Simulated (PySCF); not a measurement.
A made-up structure of CH$_{2}$BI, closed shell:

```
5
angstrom
C -0.3880 0.6297 -0.3423
B 0.3473 -0.5634 0.3064
I 1.4338 -2.3268 1.2651
H -1.3708 0.4818 -1.0422
H -0.0223 1.7786 -0.1870
```

It is relaxed with PBE-D4/def2-SVP and then PBE0-D4/def2-TZVP (PySCF 2.14 with density fitting (its default auxiliary sets; JK sets also for MP2 and CCSD(T))). Atoms count as bonded within 1.22 times the sum of their covalent radii (H–H: 0.88 Å). The end point is not checked to be a true minimum.

(1) Does its bonding change? (A judgement: the text doesn't fix the answer.)

Answers

(1) The calculation gives: No: no bond forms or breaks.

Where it ends: The first stage lowers the energy by 1.12 eV in 8 steps. It ends as CH₂BI ([CH2][B][I]):
```tsv
atom	x (Å)	y (Å)	z (Å)
C1	-0.3485	0.5659	-0.3073
B2	0.2984	-0.5032	0.2754
I3	1.2541	-2.0835	1.1366
H4	-1.2244	0.4394	-0.9356
H5	-0.0157	1.5896	-0.1680
```

Labels in which every atom is bracketed show which atoms are joined, not bond orders.

For scale, one of the runs: PBE0-D4/def2-TZVP relaxation, 124 basis functions, launched by `OMP_NUM_THREADS=2 python run.py`. The run took 24 s on 2 CPU threads of an INTEL XEON PLATINUM 8581C (shared host), with 1.2 GiB of host memory at its peak.
